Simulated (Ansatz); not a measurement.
Ansatz (a quantum-chemistry and plane-wave program) input for Si(Cl)(OH)2(NH2) (ClH₄NO₂Si), SMILES N[Si](O)(O)Cl, PBE0-D3(BJ)/def2-SVP. 

Ansatz 0.2 input:
```yaml
crystal:
  periodic: [false, false, false]
  atoms:
    - {symbol: N, position_ang: [1.79872012, -0.29357593, -0.11028629]}
    - {symbol: Si, position_ang: [0.11619079, -0.02809942, -0.31716733]}
    - {symbol: O, position_ang: [-0.15853762, 1.34754100, -1.13653631]}
    - {symbol: O, position_ang: [-0.60455125, -1.20980385, -1.15786073]}
    - {symbol: Cl, position_ang: [-0.66328231, 0.09408641, 1.54515785]}
    - {symbol: H, position_ang: [2.09736294, -0.98083556, 0.56135575]}
    - {symbol: H, position_ang: [2.36858718, -0.35473499, -0.93805389]}
    - {symbol: H, position_ang: [0.17866799, 2.17630266, -0.80845162]}
    - {symbol: H, position_ang: [-1.48181972, -1.09367480, -1.51501061]}
basis:
  gaussian:
    orbitals: def2-SVP
hamiltonian:
  xc: pbe0
  dispersion: d3bj
relax: {f_tol: 0.002, max_steps: 200}
```

Log of the run:

```
WARN ansatz: RAYON_NUM_THREADS=1 ignored (pool sized by the plan → 1); use --threads N
Functional definition: PBE0
integrals: 0.05 GiB planned
996 factors; integrals over basis functions are off by at most 2.7e-4 eV
mean field: 0.41 GiB planned
mean field evaluation 1: about -26019.7951 eV, gradient 7.7e1 eV
mean field evaluation 2: about -26011.1214 eV, gradient 1.0e2 eV
mean field evaluation 4: about -26030.1359 eV, gradient 2.7e0 eV
mean field evaluation 8: about -26030.1619 eV, gradient 2.3e-2 eV
mean field -26030.16185993 eV, -956.5908044750 hartree, gradient 2.1e-5 eV, S^2 0.000000; 0 other end points of the search recorded, 0 dependent functions left out
the calculation of the forces begins
reference -26030.16188244 eV, -956.5908053024 hartree; 29, 29 occupied and 69, 69 virtual orbitals, 996 factors
relax step   1: F+E_penalty+E_count = -26030.34279607 eV  Δ(F+E_penalty+E_count) = +0.000e0 eV  max|allowed force component| = 1.132e0 eV/Å  Δτ_max = 0.0000 Å  (25 SCF iters, accepted)
these checks for a lower state are left out or cut short: starts, cluster_reference, orbital_swaps, neighbouring_geometries, increment
integrals: 0.05 GiB planned
996 factors; integrals over basis functions are off by at most 2.8e-4 eV
mean field: 0.41 GiB planned
mean field evaluation 16: about -26030.1804 eV, gradient 2.8e0 eV
mean field -26030.20784988 eV, -956.5924945746 hartree, gradient 5.2e-5 eV, S^2 0.000000; 0 other end points of the search recorded, 0 dependent functions left out
the calculation of the forces begins
reference -26030.20787248 eV, -956.5924954051 hartree; 29, 29 occupied and 69, 69 virtual orbitals, 996 factors
relax step   2: F+E_penalty+E_count = -26030.38755014 eV  Δ(F+E_penalty+E_count) = -4.475e-2 eV  max|allowed force component| = 4.688e-1 eV/Å  Δτ_max = 0.0419 Å  (25 SCF iters, accepted)
these checks for a lower state are left out or cut short: starts, cluster_reference, orbital_swaps, neighbouring_geometries, increment
integrals: 0.05 GiB planned
996 factors; integrals over basis functions are off by at most 2.7e-4 eV
mean field: 0.41 GiB planned
mean field -26030.21832671 eV, -956.5928795911 hartree, gradient 5.1e-5 eV, S^2 0.000000; 0 other end points of the search recorded, 0 dependent functions left out
the calculation of the forces begins
reference -26030.21834924 eV, -956.5928804187 hartree; 29, 29 occupied and 69, 69 virtual orbitals, 996 factors
relax step   3: F+E_penalty+E_count = -26030.39796323 eV  Δ(F+E_penalty+E_count) = -1.041e-2 eV  max|allowed force component| = 2.349e-1 eV/Å  Δτ_max = 0.0278 Å  (26 SCF iters, accepted)
these checks for a lower state are left out or cut short: starts, cluster_reference, orbital_swaps, neighbouring_geometries, increment
integrals: 0.05 GiB planned
996 factors; integrals over basis functions are off by at most 2.8e-4 eV
mean field: 0.41 GiB planned
mean field -26030.22524384 eV, -956.5931337906 hartree, gradient 5.0e-5 eV, S^2 0.000000; 0 other end points of the search recorded, 0 dependent functions left out
the calculation of the forces begins
reference -26030.22526621 eV, -956.5931346129 hartree; 29, 29 occupied and 69, 69 virtual orbitals, 996 factors
relax step   4: F+E_penalty+E_count = -26030.40514640 eV  Δ(F+E_penalty+E_count) = -7.183e-3 eV  max|allowed force component| = 1.193e-1 eV/Å  Δτ_max = 0.0562 Å  (25 SCF iters, accepted)
these checks for a lower state are left out or cut short: starts, cluster_reference, orbital_swaps, neighbouring_geometries, increment
integrals: 0.05 GiB planned
996 factors; integrals over basis functions are off by at most 2.7e-4 eV
mean field: 0.41 GiB planned
mean field evaluation 32: about -26030.2167 eV, gradient 5.7e-2 eV
mean field -26030.22845114 eV, -956.5932516569 hartree, gradient 6.9e-5 eV, S^2 0.000000; 0 other end points of the search recorded, 0 dependent functions left out
the calculation of the forces begins
reference -26030.22847339 eV, -956.5932524744 hartree; 29, 29 occupied and 69, 69 virtual orbitals, 996 factors
relax step   5: F+E_penalty+E_count = -26030.40866825 eV  Δ(F+E_penalty+E_count) = -3.522e-3 eV  max|allowed force component| = 2.113e-1 eV/Å  Δτ_max = 0.0854 Å  (25 SCF iters, accepted)
these checks for a lower state are left out or cut short: starts, cluster_reference, orbital_swaps, neighbouring_geometries, increment
integrals: 0.05 GiB planned
996 factors; integrals over basis functions are off by at most 2.7e-4 eV
mean field: 0.41 GiB planned
mean field -26030.22773410 eV, -956.5932253063 hartree, gradient 5.9e-5 eV, S^2 0.000000; 0 other end points of the search recorded, 0 dependent functions left out
the calculation of the forces begins
reference -26030.22775643 eV, -956.5932261268 hartree; 29, 29 occupied and 69, 69 virtual orbitals, 996 factors
relax step   6: F+E_penalty+E_count = -26030.40800077 eV  Δ(F+E_penalty+E_count) = +6.675e-4 eV  max|allowed force component| = 2.885e-1 eV/Å  Δτ_max = 0.0787 Å  (25 SCF iters, rejected (line search))
these checks for a lower state are left out or cut short: starts, cluster_reference, orbital_swaps, neighbouring_geometries, increment
integrals: 0.05 GiB planned
996 factors; integrals over basis functions are off by at most 2.7e-4 eV
mean field: 0.41 GiB planned
mean field -26030.23046254 eV, -956.5933255744 hartree, gradient 5.0e-5 eV, S^2 0.000000; 0 other end points of the search recorded, 0 dependent functions left out
the calculation of the forces begins
reference -26030.23048482 eV, -956.5933263932 hartree; 29, 29 occupied and 69, 69 virtual orbitals, 996 factors
relax step   7: F+E_penalty+E_count = -26030.41064113 eV  Δ(F+E_penalty+E_count) = -1.973e-3 eV  max|allowed force component| = 3.163e-2 eV/Å  Δτ_max = 0.0376 Å  (26 SCF iters, accepted)
these checks for a lower state are left out or cut short: starts, cluster_reference, orbital_swaps, neighbouring_geometries, increment
integrals: 0.05 GiB planned
996 factors; integrals over basis functions are off by at most 2.7e-4 eV
mean field: 0.41 GiB planned
mean field -26030.23145489 eV, -956.5933620427 hartree, gradient 5.2e-5 eV, S^2 0.000000; 0 other end points of the search recorded, 0 dependent functions left out
the calculation of the forces begins
reference -26030.23147718 eV, -956.5933628618 hartree; 29, 29 occupied and 69, 69 virtual orbitals, 996 factors
relax step   8: F+E_penalty+E_count = -26030.41156047 eV  Δ(F+E_penalty+E_count) = -9.193e-4 eV  max|allowed force component| = 2.387e-2 eV/Å  Δτ_max = 0.0454 Å  (25 SCF iters, accepted)
these checks for a lower state are left out or cut short: starts, cluster_reference, orbital_swaps, neighbouring_geometries, increment
integrals: 0.05 GiB planned
996 factors; integrals over basis functions are off by at most 2.7e-4 eV
mean field: 0.41 GiB planned
mean field -26030.23175022 eV, -956.5933728957 hartree, gradient 4.6e-5 eV, S^2 0.000000; 0 other end points of the search recorded, 0 dependent functions left out
the calculation of the forces begins
reference -26030.23177253 eV, -956.5933737157 hartree; 29, 29 occupied and 69, 69 virtual orbitals, 996 factors
relax step   9: F+E_penalty+E_count = -26030.41180449 eV  Δ(F+E_penalty+E_count) = -2.440e-4 eV  max|allowed force component| = 5.235e-2 eV/Å  Δτ_max = 0.0411 Å  (26 SCF iters, accepted)
these checks for a lower state are left out or cut short: starts, cluster_reference, orbital_swaps, neighbouring_geometries, increment
integrals: 0.05 GiB planned
996 factors; integrals over basis functions are off by at most 2.7e-4 eV
mean field: 0.41 GiB planned
mean field -26030.23193939 eV, -956.5933798475 hartree, gradient 1.2e-5 eV, S^2 0.000000; 0 other end points of the search recorded, 0 dependent functions left out
the calculation of the forces begins
reference -26030.23196170 eV, -956.5933806676 hartree; 29, 29 occupied and 69, 69 virtual orbitals, 996 factors
relax step  10: F+E_penalty+E_count = -26030.41199702 eV  Δ(F+E_penalty+E_count) = -1.925e-4 eV  max|allowed force component| = 9.051e-3 eV/Å  Δτ_max = 0.0083 Å  (24 SCF iters, accepted)
these checks for a lower state are left out or cut short: starts, cluster_reference, orbital_swaps, neighbouring_geometries, increment
integrals: 0.05 GiB planned
996 factors; integrals over basis functions are off by at most 2.7e-4 eV
mean field: 0.41 GiB planned
mean field evaluation 64: about -26030.2319 eV, gradient 7.4e-5 eV
mean field -26030.23194070 eV, -956.5933798960 hartree, gradient 7.9e-5 eV, S^2 0.000000; 0 other end points of the search recorded, 0 dependent functions left out
the calculation of the forces begins
reference -26030.23196302 eV, -956.5933807160 hartree; 29, 29 occupied and 69, 69 virtual orbitals, 996 factors
relax step  11: F+E_penalty+E_count = -26030.41200323 eV  Δ(F+E_penalty+E_count) = -6.203e-6 eV  max|allowed force component| = 3.198e-3 eV/Å  Δτ_max = 0.0033 Å  (19 SCF iters, accepted)
these checks for a lower state are left out or cut short: starts, cluster_reference, orbital_swaps, neighbouring_geometries, increment
integrals: 0.05 GiB planned
996 factors; integrals over basis functions are off by at most 2.7e-4 eV
mean field: 0.41 GiB planned
mean field -26030.23194177 eV, -956.5933799350 hartree, gradient 4.5e-5 eV, S^2 0.000000; 0 other end points of the search recorded, 0 dependent functions left out
the calculation of the forces begins
reference -26030.23196408 eV, -956.5933807551 hartree; 29, 29 occupied and 69, 69 virtual orbitals, 996 factors
relax step  12: F+E_penalty+E_count = -26030.41200415 eV  Δ(F+E_penalty+E_count) = -9.226e-7 eV  max|allowed force component| = 7.779e-4 eV/Å  Δτ_max = 0.0021 Å  (20 SCF iters, accepted)
integrals: 0.05 GiB planned
996 factors; integrals over basis functions are off by at most 2.7e-4 eV
mean field: 0.41 GiB planned
mean field -26030.23194177 eV, -956.5933799350 hartree, gradient 4.5e-5 eV, S^2 0.000000; 1 other end points of the search recorded, 0 dependent functions left out
the calculation of the forces begins
reference -26030.23196408 eV, -956.5933807551 hartree; 29, 29 occupied and 69, 69 virtual orbitals, 996 factors
Total energy: -26030.41202646 eV, -956.5999979256 hartree
Atom 0 at     1.800319    -0.324574    -0.162618 Å, force     0.000390    -0.000641    -0.000433 eV/Å
Atom 1 at     0.132821    -0.043175    -0.343538 Å, force     0.000059     0.000323     0.000163 eV/Å
Atom 2 at    -0.227839     1.358342    -1.137193 Å, force     0.000149     0.000473    -0.000142 eV/Å
Atom 3 at    -0.616197    -1.227017    -1.205780 Å, force    -0.000441     0.000462     0.000066 eV/Å
Atom 4 at    -0.607221     0.047382     1.588122 Å, force    -0.000290    -0.000274     0.000156 eV/Å
Atom 5 at     2.141217    -0.749652     0.690903 Å, force    -0.000127     0.000340    -0.000700 eV/Å
Atom 6 at     2.364100    -0.578624    -0.965871 Å, force    -0.000039     0.000006     0.000778 eV/Å
Atom 7 at     0.132695     2.164480    -0.756351 Å, force    -0.000242    -0.000473    -0.000137 eV/Å
Atom 8 at    -1.468556    -0.989954    -1.584528 Å, force     0.000542    -0.000216     0.000249 eV/Å
Dipole moment:     0.269385     0.123663    -0.157529 e Å
```

The calculation finished and met its thresholds.

Cost: about 40 core-seconds (a rough figure).
